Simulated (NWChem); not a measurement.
Molecule: Si$_{2}$H$_{4}$F$_{2}$; SMILES F[SiH](F)[SiH3]

```xyz
8

Si     0.0007     1.7310    -0.1027
Si     0.0003    -0.5684     0.3674
F      1.3170    -1.2461    -0.3256
F     -1.3150    -1.2462    -0.3284
H      0.0037     1.9347    -1.5918
H      1.2258     2.3661     0.4959
H     -1.2271     2.3655     0.4910
H     -0.0012    -0.9556     1.8160
```
Atoms are numbered in this order, from 1.

Level: PBE-D3(BJ)/def2-SVP (NWChem), optimised geometry, unscaled harmonic frequencies. 

Task: List the harmonic frequencies with IR intensities, and the thermochemistry.

Result: 
| frequency (cm⁻¹) | IR intensity (km/mol) |
|---|---|
| 98 | 0.0 |
| 126 | 1.7 |
| 184 | 13.9 |
| 293 | 20.9 |
| 409 | 2.4 |
| 489 | 16.3 |
| 516 | 26.3 |
| 781 | 259.1 |
| 793 | 4.8 |
| 809 | 145.7 |
| 872 | 25.6 |
| 889 | 3.5 |
| 898 | 46.6 |
| 933 | 162.8 |
| 2160 | 43.4 |
| 2177 | 69.2 |
| 2181 | 14.4 |
| 2189 | 171.0 |

```yaml
zero_point_energy: 24.0 kcal/mol
thermal correction to the enthalpy at 298.15 K (with zero-point energy): 28.7 kcal/mol
heat capacity Cv: 21.3 cal/(mol K)
entropy at 298.15 K and 1 atm (symmetry number 1): 79.9 cal/(mol K)
dipole_moment: 1.60 D
```

Rigid rotor and harmonic oscillator; modes under 100 cm⁻¹ make the entropy uncertain.
